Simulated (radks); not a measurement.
Valence configurations of C I (all share [He]). All-electron calculation, non-relativistic Kohn-Sham, SCAN, spin-polarised, spherical densities, point nucleus; open shells are filled with parallel spins first; meta-GGA in the generalised Kohn-Sham scheme. Program: a radial shooting solver on a logarithmic mesh with Libxc functionals. Energies are relative to 2s2 2p2; eigenvalues in eV for spin up.

\begin{tabular}{lrrrr}
valence & E (eV) & moment (Bohr magnetons) & e(2p) & e(2s) \\ \hline
2s2 2p2 & 0.000 & 2 & -6.389 & -15.762 \\
2s1 2p3 & 3.116 & 4 & -7.270 & -16.719 \\
2p4 & 18.182 & 2 & -7.657 & - \\
2s0.5 2p3.5 & 11.087 & 3 & -7.883 & -17.396 \\
\end{tabular}

NIST lists [He] 2s2 2p2 as the ground configuration; this level of theory agrees among the configurations tried. The energies are those of spherical high-spin densities, not of single terms. No valid solution was reached for [He] 2s1.5 2p2.5.
